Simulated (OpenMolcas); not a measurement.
Cl III: effect of the IPEA shift

```yaml
Program: OpenMolcas
Basis: ANO-RCC [8s7p5d4f2g]
Scalar_Hamiltonian: DKH2, point nucleus
Active_space: 5 electrons in 9 orbitals (RAS2 3s 3p; RAS3 3d, at most 2 electrons)
State_averaging: 2S+1 = 4 odd, 1 root; 2S+1 = 2 odd, 11 roots; 2S+1 = 4 even, 3 roots; 2S+1 = 2 even, 9 roots
Spin-orbit_coupling: RASSI with atomic mean-field integrals over the reference wave functions, term energies averaged over their components
```

Methods on the same reference wave functions:
A. RASSCF
B. MS-RASPT2, IPEA 0 Eh, imaginary shift 0.1 Eh (closed shells correlated: 2s 2p)
C. MS-RASPT2, IPEA 0.25 Eh, imaginary shift 0.1 Eh (closed shells correlated: 2s 2p)

Energies in cm-1 above 3s2 3p3 4S* 3/2, the measured ground level; measured values from Moore, Atomic Energy Levels, vol. I, NSRDS-NBS 35 (1971 reprint of NBS Circular 467, 1949).

| Level | A | B | C | Measured |
| --- | --- | --- | --- | --- |
| 3s2 3p3 4S* 3/2 | 0.0 | 0.0 | 0.0 | 0.0 |
| 3s2 3p3 2D* 3/2 | 22076 | 18080 | 18160 | 18053 |
| 3s2 3p3 2D* 5/2 | 22126 | 18130 | 18210 | 18120 |
| 3s2 3p3 2P* 1/2 | 34271 | 29980 | 30110 | 29812 |
| 3s2 3p3 2P* 3/2 | 34318 | 30030 | 30170 | 29907 |
| 3s 3p4 4P 5/2 | 98482 | 98820 | 98890 | 98520 |
| 3s 3p4 4P 3/2 | 99033 | 99370 | 99440 | 99130 |
| 3s 3p4 4P 1/2 | 99352 | 99690 | 99760 | 99475 |
| 3s 3p4 2D 3/2 | 126804 | 123550 | 123890 |  |
| 3s 3p4 2D 5/2 | 126823 | 123570 | 123910 |  |

Deviations, from unrounded energies. A percentage is the sum of absolute deviations over the sum of measured energies, with the sign that they share, or ± where signs differ.

| Against measurement | Levels | A | B | C |
| --- | --- | --- | --- | --- |
| mean absolute deviation (cm-1) | 7 | 2500 | 150 | 250 |
| other terms of the ground configuration (%) | 4 | +17.6 | +0.3 | +0.8 |
| other configurations (%) | 3 | -0.1 | +0.3 | +0.3 |

B lies closest to measurement on these levels and A furthest from it. The largest miss of B in the table is 3s 3p4 4P 5/2, by +300 cm-1. The ranking rests on the paired levels alone, and a cruder setting can come out closer through cancelling errors.

Between B and C the level of the table that moves most is 3s 3p4 2D 3/2, by 340 cm-1 (lowest in B, highest in C). Moves below CASPT2's spread within the term are not significant.

The mean deviations of B to C differ by less than CASPT2's widest spread within a term (240 cm-1), so their order carries little weight.

From A to B the spin-free energies of the other terms of 3s2 3p3 shown, above 4S*, scale by factors of 0.82 to 0.87.

The lowest spin-free term lies below A's lowest term by 0.198 hartree in B, 0.197 hartree in C.

CASPT2 does not keep the components of a term degenerate, so their means are used; among the terms shown or strongly mixed into the levels shown the widest spread is 240 cm-1 (3s 3p4 2D, C). The run also gave levels led by 3s 3p3 3d, 3s2 3p2 3d, which use shells meant for correlation; these and all levels above them are left out. Some terms mix strongly with configurations of 3d, whose occupation reaches 0.32 (3s 3p4 4P, 3s 3p4 2D). Measured partners are found by configuration, term and J. A level has none where our copy of the source lacks it or the pairing is in doubt (some pairs that miss far off the trend of their configuration count as doubtful), and it then counts in no deviation. Levels of configurations outside the active space are missing. The table leaves out levels that lie high or whose names do not pair safely across all columns.

* marks odd parity.
